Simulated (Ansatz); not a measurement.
Relaxation of C2H10O2Si2 (16 atoms, charge 0, multiplicity 1), to a largest force component of 0.02 eV/Å in at most 50 steps.

Level of theory: UKS CAM-B3LYP-D4/STO-3G in Ansatz.

```xyz
16
Properties=species:S:1:pos:R:3
O 0.049 1.751 2.963
C -0.706 0.802 2.223
O 0.060 0.427 1.107
Si -0.381 -0.806 0.158
C 0.713 -1.313 -1.195
Si 0.742 0.090 -2.397
H 0.151 2.527 2.325
H -0.840 -0.021 2.895
H -1.657 1.244 1.943
H -1.785 -0.443 -0.348
H -0.696 -1.986 1.062
H 0.397 -2.223 -1.641
H 1.662 -1.470 -0.789
H 1.210 1.354 -1.786
H 1.653 -0.294 -3.509
H -0.595 0.338 -2.968
```

Q: Where does it end, and by what steps?

A: The forces met the threshold. The force dipped under the threshold on the way, but the program's further checks kept it going. Limits of this set-up: minimal basis. After 19 steps the energy has fallen by 0.980 eV; H16 moved furthest, 0.77 Å.

```
step  energy less start (eV)  largest force component (eV/Å)  accepted
   0                  0.0000                           5.578       yes
   1                 -0.8083                           1.387       yes
   2                 -0.9341                           0.671       yes
   3                 -0.9195                           0.924        no
   4                 -0.9641                           0.119       yes
   5                 -0.9706                           0.155       yes
   6                 -0.9719                           0.086       yes
   7                 -0.9735                           0.030       yes
   8                 -0.9750                           0.065       yes
   9                 -0.9757                           0.041       yes
  10                 -0.9769                           0.063       yes
  11                 -0.9775                           0.094       yes
  12                 -0.9781                           0.067       yes
  13                 -0.9788                           0.030       yes
  14                 -0.9792                           0.035       yes
  15                 -0.9794                           0.045       yes
  16                 -0.9795                           0.028       yes
  17                 -0.9798                           0.017       yes
  18                 -0.9799                           0.021       yes
  19                 -0.9800                           0.017       yes
```

```xyz
16
Properties=species:S:1:pos:R:3
O -0.095 2.044 2.656
C -0.694 0.837 2.117
O 0.050 0.458 0.934
Si -0.499 -1.026 0.281
C 0.543 -1.321 -1.233
Si 0.891 0.225 -2.226
H -0.010 2.611 1.809
H -0.640 0.080 2.938
H -1.783 0.992 1.874
H -1.897 -0.919 -0.067
H -0.364 -2.083 1.256
H 0.038 -2.052 -1.872
H 1.493 -1.775 -0.939
H 1.754 1.113 -1.494
H 1.531 -0.118 -3.469
H -0.340 0.911 -2.521
```

Time of the run: 2.3 min on 1 thread of Arm Neoverse V1 (shared host), peak memory 0.23 GiB.
